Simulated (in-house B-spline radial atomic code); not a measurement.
Values are calculated unless marked as measured or tabulated.
# Two electrons in Ge: a spherical dot of radius 16.6 nm with hard walls

For Ge the NSM archive of the Ioffe Institute lists m_l = 1.6 m0, m_t = 0.08 m0 and ε = 16.2; the model takes one isotropic valley with the conductivity mass 3/(1/m_l + 2/m_t) = 0.117 m0, and so misses anisotropy and the other valleys. All triplets below are those of one valley; with several valleys two electrons can form a triplet in the 1s orbital itself, at an energy set by the valley splitting.

Effective-mass model with parabolic bands, a uniform dielectric constant, no image charges, no central-cell or spin-orbit terms. Two-electron levels come from full CI in B-splines with partial waves to l = 5 (up to 0.001 effective hartree above the limit).

Problem. What are the effective units, and what is the potential in them?

Solution. Ha* = 27211.386 meV × 0.117/16.2² = 12.13 meV and a* = 0.0529177 nm × 16.2/0.117 = 7.327 nm. The radius is R = 2.27 a*. The one-electron levels are π²/2R² = 0.9577 and 4.4934²/2R² = 1.9592 Ha*.

In these units the lowest s and p orbitals lie at 0.9577 and 1.9592, and their Coulomb and exchange integrals are J_ss = 0.7868, J_sp = 0.7135 and K_sp = 0.1584. (For an empty sphere J_ss = 1.786/R.) Full CI gives 2.6428 for the ground singlet, 3.4588 for the sp triplet, 3.7240 for the sp singlet and 5.4347 for the lowest triplet of two s orbitals.

Problem. What does it cost to add the second electron, to first order and exactly?

Solution. To first order E = 2ε_s + J_ss = 2.7022, so the charging energy E(2) − 2E(1) is J_ss = 9.545 meV. CI gives 2.6428 − 2 × (0.9577) = 0.7275, or 8.825 meV: relaxation and correlation lower it by 0.72 meV, 7.5 % of J_ss. The s² configuration of one-electron orbitals holds 97.9 % of the state, and the mean radius is 8.6 nm.

Problem. How far above the singlet do the triplets lie?

Solution. To first order the sp triplet lies at ε_s + ε_p + J_sp − K_sp = 3.4719, which is 9.338 meV above 2ε_s + J_ss. CI gives 3.4588 − (2.6428) = 0.8160, or 9.899 meV, 81 % of the orbital spacing of 12.15 meV. The ss triplet lies 33.87 meV up, so the lower of the two is the sp one, and its gap equals k_BT at 115 K. The sp singlet-triplet splitting is 3.217 meV, against 2K_sp = 3.844 meV.
